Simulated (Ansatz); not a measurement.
Calculated with Ansatz (gas phase, PBE0-D4/def2-TZVP geometries, no zero-point term in ΔE). CCSD(T)/CBS is the MP2 limit (def2-TZVPP, def2-QZVPP) plus CCSD(T) − MP2 in def2-TZVPP, frozen cores. Functionals use def2-TZVPP. B3LYP here is the variant with VWN-RPA as its local correlation; programs differ in this. One conformer a species, not always the lowest.

Consider the cleavage of the Si–Si bond: `CC[SiH](O)[SiH3]` + `[CH3][Al]([OH])[SiH3]` → `[CH3][Al]([SiH3])[O][SiH3]` + `CC[SiH2]O`.

`CC[SiH](O)[SiH3]`:

Cartesian coordinates in Å:
```
C -0.336 -1.281 1.879
C -0.271 0.039 1.114
Si 0.374 -0.143 -0.636
O -0.552 -1.190 -1.529
Si 0.348 1.900 -1.780
H -0.696 -1.140 2.901
H 0.648 -1.755 1.940
H -1.014 -1.988 1.393
H -1.261 0.507 1.075
H 0.382 0.752 1.633
H 1.773 -0.668 -0.549
H -0.432 -2.128 -1.373
H 1.164 2.898 -1.031
H 0.912 1.767 -3.150
H -1.040 2.429 -1.886
```

`[CH3][Al]([OH])[SiH3]`:

Z-matrix (Å, degrees):
```
C
Al 1 1.943
H 1 1.093 2 111.6
H 1 1.095 2 111.2 3 -120.8
H 1 1.095 2 111.1 3 120.7
O 2 1.702 1 117.0 3 -0.8
Si 2 2.461 1 124.3 3 179.3
H 6 0.956 2 122.9 1 180.0
H 7 1.493 2 111.5 1 61.2
H 7 1.493 2 111.6 1 -57.9
H 7 1.492 2 112.7 1 -178.4
```

`[CH3][Al]([SiH3])[O][SiH3]`:

Cartesian coordinates in Å:
```
C -0.393 -0.178 -2.477
Al 0.061 0.067 -0.603
Si 1.975 1.347 0.249
O -0.922 -0.648 0.573
Si -1.488 -1.096 2.028
H -1.213 -0.887 -2.613
H 0.469 -0.534 -3.050
H -0.692 0.774 -2.928
H 1.557 2.316 1.303
H 2.986 0.440 0.869
H 2.674 2.119 -0.818
H -0.590 -0.623 3.118
H -1.582 -2.578 2.102
H -2.841 -0.518 2.246
```

`CC[SiH2]O`:

```xyz
12

C     0.164   -0.102   -1.494
C    -0.050   -0.889   -0.204
Si    0.098    0.151    1.340
O    -1.003    1.384    1.376
H     1.148    0.374   -1.514
H    -0.585    0.687   -1.607
H     0.093   -0.742   -2.378
H    -1.036   -1.367   -0.206
H     0.681   -1.703   -0.125
H     1.482    0.709    1.411
H    -0.176   -0.664    2.550
H    -0.814    2.162    0.852
```

Task: Is it downhill or uphill in electronic energy at CCSD(T)/CBS, and by how much? (Estimate.)

Result: Computed: Downhill: ΔE = -113.3 kJ/mol.

Task: What do these levels give: PBE0-D4, B3LYP-D4, B2PLYP, r2SCAN, PBE0, HF/def2-TZVPP, SCS-MP2/def2-TZVPP, CCSD/def2-TZVPP, HF/def2-QZVPP, SCS-MP2/def2-QZVPP, HF/CBS(def2), CCSD/CBS(def2)? (Best estimate.)

Result: The calculation gave: PBE0-D4 -95.8, B3LYP-D4 -112.9, B2PLYP -118.9, r2SCAN -106.8, PBE0 -96.8, HF/def2-TZVPP -145.6, SCS-MP2/def2-TZVPP -126.8, CCSD/def2-TZVPP -118.5, HF/def2-QZVPP -148.2, SCS-MP2/def2-QZVPP -127.1, HF/CBS(def2) -148.5, CCSD/CBS(def2) -117.8 kJ/mol.

Largest T1 diagnostic among the species: 0.013.

From PBE to PBE0 (25 % exact exchange), in def2-TZVPP and without D4, ΔE moves by −10.5 kJ/mol. In def2-TZVPP, CCSD(T) changes the Hartree–Fock value by +31.4 kJ/mol (the triples alone add +4.4 kJ/mol) and MP2 by +24.4 kJ/mol.
